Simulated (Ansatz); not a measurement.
Input for Ansatz (a quantum-chemistry and plane-wave program): R-B3LYP/def2-TZVPPD on BrH5OSi (a complex), monomers drawn apart or pushed together. Files ending in .json are basis or fitting sets from the Basis Set Exchange.

Ansatz 0.2 input:
```yaml
crystal:
  periodic: [false, false, false]
  atoms:
    - {symbol: Br, position_ang: [-0.46725957, -1.37691034, -0.09631907]}
    - {symbol: H, position_ang: [0.41335495, -0.30808090, 0.25409780]}
    - {symbol: O, position_ang: [-0.75569058, 0.75618174, 5.20736123]}
    - {symbol: Si, position_ang: [0.84405542, 1.09258535, 5.40831705]}
    - {symbol: H, position_ang: [-1.00282229, 0.16816757, 4.48615500]}
    - {symbol: H, position_ang: [1.62778254, -0.10015763, 5.80993602]}
    - {symbol: H, position_ang: [0.92586653, 2.13151730, 6.45242034]}
    - {symbol: H, position_ang: [1.44630198, 1.61225469, 4.14785749]}
basis:
  gaussian:
    orbitals: def2-TZVPPD.json
hamiltonian:
  xc: {name: B3LYP}
scf: {lower_state_search: off}
```

The head of its log:

```
Functional definition: B3LYP
[...]
these checks for a lower state are left out or cut short: stability, starts, cluster_reference, orbital_swaps, neighbouring_geometries, increment
integrals: 0.15 GiB planned
1250 factors; their error is unknown
mean field: 1.25 GiB planned
mean field evaluation 1: about -80051.0801 eV, gradient 5.6e1 eV
mean field evaluation 2: about -80037.1143 eV, gradient 1.0e2 eV
```

Predict the final total energy.

-2942.0184 hartree.
